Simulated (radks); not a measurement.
Problem. Coherent X-ray form factor from a spherical all-electron density. Calculated with a radial shooting solver on a logarithmic mesh with Libxc functionals: scalar-relativistic Kohn-Sham, PBEsol, spin-unpolarised, spherical densities, point nucleus.

sin(theta)/lambda (1/angstrom),f0 (electrons)
0.05,16.639
0.1,15.654
0.15,14.288
0.2,12.813
0.25,11.437
0.3,10.269
0.4,8.606
0.5,7.585
0.6,6.861
0.8,5.615
1,4.443
1.25,3.244
1.5,2.427
2,1.616

The species is in the configuration that NIST lists as its ground one. Which atom or ion scatters so?

Solution. The argon ion Ar+, [Ne] 3s2 3p5. Extrapolating in s^2 from the first two rows gives f0(0) = 17.0, near the electron count 17; among species with that count, the fall with angle is slower the higher Z, and the table is that of Z = 18; from so few rows the species is fixed only to a neighbour or two.
